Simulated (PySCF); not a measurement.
Species: C5H5F3O.
Atom-mapped SMILES: `[F:1][CH2:2][C@@H:3]1[O:4][C@@H:5]([F:6])[CH:7]=[C:8]1[F:9]` (hydrogens: H10, H11 on C2; H12 on C3; H13 on C5; H14 on C7)

Method used: TDDFT CAM-B3LYP/def2-SVPD, vertical, gas phase, core orbitals frozen in the response (PySCF). Geometry: GFN2-xTB, one conformer, isolated molecule. Torsions of this conformer, `[F:1][CH2:2][C@@H:3]1[O:4][C@@H:5]([F:6])[CH:7]=[C:8]1[F:9]`: F1–C2–C3–O4 65°.

Task: List the vertical singlet excitations with oscillator strengths and describe the spectrum.

Result: 

| state | E (eV) | λ (nm) | ν̃ (cm⁻¹) | f | main configurations (H = HOMO, L = LUMO) |
| --- | --- | --- | --- | --- | --- |
| S1 | 7.32 | 169.4 | 59030 | 0.304 | H→L (85%) |
| S2 | 7.58 | 163.6 | 61120 | 0.0077 | H-1→L (89%) |
| S3 | 7.75 | 159.9 | 62520 | 0.014 | H→L+1 (63%), H→L+3 (16%) |
| S4 | 8.04 | 154.1 | 64880 | 0.014 | H-2→L (84%) |
| S5 | 8.18 | 151.6 | 65980 | 0.0056 | H→L+2 (69%), H→L+1 (12%) |
| S6 | 8.70 | 142.6 | 70130 | 0.017 | H-1→L+1 (47%), H→L+3 (22%) |
| S7 | 8.82 | 140.6 | 71150 | 0.010 | H-3→L (49%), H-4→L (16%) |
| S8 | 8.88 | 139.5 | 71660 | 0.021 | H→L+3 (29%), H-1→L+1 (15%), H-1→L+2 (15%) |

Triplets, Tamm–Dancoff:

```csv
state,E (eV),λ (nm),"main configurations (H = HOMO, L = LUMO)"
T1,4.50,275.4,H→L (81%)
T2,7.31,169.6,H-1→L (90%)
T3,7.51,165.0,"H→L+1 (52%), H→L+3 (18%), H→L+2 (10%)"
```

The lowest singlet lies at 7.32 eV (169 nm, vacuum ultraviolet) and is strong; its leading configuration is HOMO→LUMO (85%). The lowest level is also the most intense of those listed (f = 0.304). Löwdin shares by element: HOMO carbon 69% or more, fluorine 11% or more (atoms not listed hold the other 20%); LUMO carbon 56% or more, fluorine 7% or more (atoms not listed hold the other 37%). Weighted by f, the mean energy of these states is 7.56 eV. The oscillator strengths of these states sum to 0.394; summed over the whole spectrum of an exact calculation they would give the number of electrons, 70 (Thomas–Reiche–Kuhn). Of the 8 states listed, 6 reach f = 0.01 and none stays under 0.0005. No computed singlet lies in the visible range (380 to 750 nm); the lowest, at 169 nm, stands 4.06 eV above its violet end (3.26 eV). The window holds the lowest 8 singlets.
